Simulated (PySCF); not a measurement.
B(OH) (BHO), SMILES [B]O (connectivity only; charge and spin as stated), neutral, multiplicity 1.

Geometry optimised at PBE0-D3(BJ)/def2-TZVPD. The geometry has at least one imaginary mode, so it is a saddle point at that level.

Two levels are set side by side: PBE/def2-TZVPD (PySCF) and r2SCAN/def2-TZVPD (PySCF). Same geometry, gas phase. Differences are taken from unrounded values.

```
quantity                       PBE
---------------------------  -----
orbital gap (eV)              4.56
highest occupied level (eV)  -5.70
lowest empty level (eV)      -1.14
dipole moment (D)             3.78
mean polarisability (bohr³)   28.1
```

These are the PBE values. What does r2SCAN give? (Estimate from the structure and the level; the computed values follow.)


```csv
quantity,r2SCAN,PBE minus r2SCAN
orbital gap (eV),5.22,-0.67
highest occupied level (eV),-5.91,0.21
lowest empty level (eV),-0.69,-0.45
dipole moment (D),3.89,-0.10
mean polarisability (bohr³),26.7,1.5
```

Rough cost on one machine, each run with all the roots and properties that it gave: r2SCAN against PBE about 5 times.
